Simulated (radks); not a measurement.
Excited configurations of Hg I: one electron is placed in a higher orbital outside [Xe] 4f14 5d10 6s1. The ground configuration is [Hg]. Method: Dirac Kohn-Sham, LDA (Slater exchange, Perdew-Wang correlation), spin-unpolarised, spherical densities, finite nucleus; open shells are shared between the two j in proportion to 2j + 1; Fermi nuclear charge, rms radius 5.4648 fm; computed with a radial shooting solver on a logarithmic mesh with Libxc functionals. Excitation = E - E(ground); binding = E(ion) - E, where the ion is the core of charge +1; n* = 1/sqrt(2 binding) in atomic units, and the quantum defect is n - n*. Eigenvalue and <r> are those of j = l + 1/2.

outer orbital  excitation (eV)  binding (eV)     n*  quantum defect  eigenvalue (eV)  <r> (bohr)
5f                      10.133         0.912  3.863           1.137           -0.440       17.50
6p                       6.078         4.967  1.655           4.345           -2.058       4.250
6d                       9.433         1.613  2.905           3.095           -0.717       10.06
6f                      10.417         0.629  4.652           1.348           -0.369       29.67
7s                       8.283         2.762  2.219           4.781           -1.608       7.794
7p                       9.163         1.882  2.689           4.311           -1.031       10.82
7d                      10.042         1.003  3.682           3.318           -0.564       19.06
7f                      10.591         0.454  5.471           1.529           -0.288       44.47

The Delta-SCF ionisation energy is 11.045 eV (NIST Atomic Spectra Database: 10.438 eV, measured). Self-interaction in the functional shifts the binding energies and quantum defects, so they are the method's values and not measured ones. Spin polarisation and multiplet splitting are left out, so open shells lie too high by an amount that depends on their filling.

Beside tabulated values, note that spin-unpolarised runs miss the spin-polarisation part of the exchange energy of open shells.
